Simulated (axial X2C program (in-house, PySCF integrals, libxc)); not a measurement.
# Low determinants of Ce⁺

Calculated with an in-house all-electron X2C program for linear molecules (integrals from PySCF), basis dyall-v3z (cores contracted in-house), spin-free (one-electron X2C) and two-component (2c, atomic mean-field Coulomb and Gaunt terms). Energies in eV from the lowest row of each column (rows without correlated energies are left out; n/a marks j-coupled starts, which PBE0 does not hold); electrons by l are Mulliken totals of the Hartree–Fock solution, and PBE0 can relax to another configuration under the same block occupation. Coupled cluster uses truncated natural virtuals with an MP2 remainder. Frozen shells in the correlated columns: 4 s, 3 p, 2 d.

Spin-free determinants:

```csv
electrons by l,"M_S, M_L",HF,MP2,PBE0
s10 p24 d22 f1,"3/2, 5",0.00,0.00,0.33
s10 p24 d22 f1,"3/2, 3",0.36,0.22,0.07
s11 p24 d21 f1,"3/2, 0",0.38,0.26,0.43
s11 p24 d21 f1,"3/2, 1",0.58,0.34,0.47
s11 p24 d20 f2,"3/2, 5",1.44,0.85,0.25
s11 p24 d20 f2,"3/2, 2",1.61,0.95,0.00
s11 p24 d20 f2,"1/2, 2",1.68,1.03,0.13
s11 p24 d20 f2,"1/2, 3",1.77,1.09,0.13
```

Two-component determinants:

```tsv
electrons by l	2M_J	HF	MP2	PBE0
s10 p24 d22 f1	7	0.00	0.00	0.26
s10.1 p24 d22 f1	5	0.28	0.06	0.23
s10 p24 d22 f1	3	0.43	0.29	0.06
s11 p24 d20 f2	7	1.40	0.84	0.15
s11 p24 d20 f2	5	1.48	0.88	0.25
s11 p24 d20 f2	7	1.54	0.95	0.13
s11 p24 d20 f2	1	1.64	1.02	0.00
s11 p24 d20 f2	3	1.70	1.08	0.13
```

Ground level as tabulated from the NIST Atomic Spectra Database (leading term): 2S+1 = 4, L = 5, J = 7/2.

Single determinants need not be terms or J levels, so several rows can belong to one term; PBE0 has no current term and treats spin collinearly, and Hartree–Fock breaks spherical symmetry, which spreads rows that should be degenerate. The search is wide but not exhaustive and can miss a configuration; gaps between s and d configurations can be off by some tenths of an eV with this basis and core.

The run took 3.1 min on 1 thread of Arm Neoverse V2, on a shared host.
